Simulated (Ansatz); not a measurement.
Basis sets compared for BiH2(vinyl) (C2H5Bi). Charge 0, multiplicity 1. Geometry PBE-D4/def2-TZVP. Ansatz on 4 threads of Arm Neoverse V2 on a shared host; times are rough, and most runs start from earlier orbitals.

```xyz
8

Bi    0.518    1.579    0.679
H     0.890    2.311   -0.936
H    -1.123    2.344    0.614
C    -0.228   -0.339   -0.249
C     0.176   -1.529    0.196
H    -0.934   -0.262   -1.081
H     0.882   -1.640    1.026
H    -0.181   -2.464   -0.250
```

In the def2 sets Bi takes a core potential; there is no spin–orbit coupling.

Binding counts from free atoms (Bi quartet, H doublet, C triplet) in the same basis, without a counterpoise term.

| level | functions | energy (Eh) | HOMO (eV) | LUMO (eV) | binding per atom (eV) | wall time |
| --- | --- | --- | --- | --- | --- | --- |
| PBE-D4/def2-SVP | 79 | -293.6457 | -6.26 | -1.13 | 3.47 | 0.5 s |
| PBE-D4/def2-TZVP | 142 | -293.7449 | -6.35 | -1.30 | 3.46 | 0.9 s |
| r2SCAN-D4/def2-TZVP (with forces) | 142 | -293.8727 | -6.58 | -1.10 | 3.37 | 2.3 s |
| PBE0-D4/def2-SVP | 79 | -293.6311 | -7.30 | -0.22 | 3.38 | 0.7 s |
| PBE0-D4/def2-TZVP | 142 | -293.7269 | -7.36 | -0.36 | 3.38 | 1.2 s |

(1) Estimate the rows for PBE-D4/def2-TZVPD, r2SCAN-D4/def2-TZVPD, PBE0-D4/def2-TZVPD.

Results:

(1) 
| level | functions | energy (Eh) | HOMO (eV) | LUMO (eV) | binding per atom (eV) | wall time |
| --- | --- | --- | --- | --- | --- | --- |
| PBE-D4/def2-TZVPD | 175 | -293.7454 | -6.36 | -1.34 | 3.46 | 1.2 s |
| r2SCAN-D4/def2-TZVPD | 175 | -293.8729 | -6.59 | -1.12 | 3.37 | 2.6 s |
| PBE0-D4/def2-TZVPD | 175 | -293.7273 | -7.37 | -0.46 | 3.38 | 1.6 s |
